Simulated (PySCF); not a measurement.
SMILES C#Cc1cccc(OC)c1 at its GFN2-xTB optimised geometry (Å):

```
18

C     -3.0095    -2.3505    -0.0004
C     -2.4257    -1.3015    -0.0003
C     -1.7325    -0.0663     0.0000
C     -2.4382     1.1331    -0.0002
C     -1.7423     2.3293     0.0008
C     -0.3625     2.3386     0.0012
C      0.3519     1.1378     0.0000
O      1.7094     1.2579    -0.0014
C      2.4877     0.0868    -0.0112
C     -0.3367    -0.0663     0.0000
H     -3.5239    -3.2648    -0.0003
H     -3.5175     1.1192    -0.0011
H     -2.2819     3.2648     0.0012
H      0.1924     3.2633     0.0019
H      3.5239     0.4216    -0.0168
H      2.3099    -0.5229     0.8809
H      2.2982    -0.5152    -0.9060
H      0.1785    -1.0143     0.0002
```

Computed with B3LYP/def2-SVP (PySCF 2.14.0).

Map of the LUMO amplitude (bohr^(-3/2)) on the plane z = 0.8 Å; orbital energy -0.98 eV, overall sign arbitrary:

```
|=============================|
|=============================|
|=============================|
|=============================|
|=============++==============|
|============+++++============|
|=========-==+**+++===========|
|========---=*##*++===========|
|=======-:.:=#@@#++===========|
|======--:..=#@@#+++==========|
|======-:..:=*#*++=++=========|
|======-:..-====--=+++========|
|======--:-===-::-==+++=======|
|========+*#*-...-==+++=======|
|======++*@@#-  .-==+++=======|
|======+*#@@#=..:-===+========|
|======+*#%%*=-:--============|
|=======+##*+==--=============|
|=====---=+++=================|
|====-:. :-===================|
|====-:  .-===================|
|====--:.:-===================|
|=====-----===================|
|=======-=====================|
|=============================|
|=============================|
|=============================|
|=============================|
|=============================|
```
Scale: ten equal steps from -0.093 (start of ' ') to 0.104 (end of '@'), in the order ' .:-=+*#%@'; x runs from -6.00 to 6.00, y from -6.00 (bottom) to 6.00 (top).
